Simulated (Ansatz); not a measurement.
This geometry of CH7FSiSn (11 atoms, charge 0, multiplicity 1) is a first-order saddle point.

The calculation used Ansatz 0.2.0, RKS B3LYP/def2-SVP.

```xyz
11
Properties=species:S:1:pos:R:3
C -0.940 1.569 0.264
Si -0.306 -0.099 0.919
Sn 1.183 -1.345 -0.807
F 0.051 -1.633 -2.386
H -2.041 1.576 0.253
H -0.598 2.390 0.912
H -0.594 1.777 -0.760
H -1.432 -1.010 1.276
H 0.530 0.086 2.146
H 2.514 -0.438 -1.430
H 1.699 -2.931 -0.367
```

Which two structures does it join? (They come from a converged band through this point; their orientation in space is the band's.)

No bond is made or broken. The dihedral H6–C1–Si2–Sn3 goes from 174 to -66°. The two ends are copies of one structure, up to a mirror image or an exchange of like atoms.

First end point:

```xyz
11
Properties=species:S:1:pos:R:3
C -0.961 1.490 0.217
Si -0.140 -0.011 1.019
Sn 1.110 -1.371 -0.805
F -0.137 -1.309 -2.326
H -1.598 1.168 -0.622
H -1.586 2.027 0.949
H -0.208 2.191 -0.175
H -1.155 -0.911 1.643
H 0.836 0.392 2.076
H 2.556 -0.667 -1.432
H 1.350 -3.056 -0.524
```

Last end point:

```xyz
11
Properties=species:S:1:pos:R:3
C -0.991 1.470 0.213
Si -0.234 -0.071 0.999
Sn 1.191 -1.318 -0.777
F 0.090 -1.170 -2.400
H -1.684 1.964 0.912
H -0.210 2.194 -0.068
H -1.545 1.197 -0.698
H -1.292 -1.010 1.476
H 0.639 0.274 2.162
H 2.682 -0.571 -1.225
H 1.419 -3.015 -0.573
```

How far does it lie above each of them?

1.8 kcal/mol above the first and 1.8 kcal/mol above the second. This is the barrier of this one path; another mechanism may lie lower.

Run time: 2.1 min on 2 threads of Arm Neoverse V2, on a shared host, peak memory 0.25 GiB.
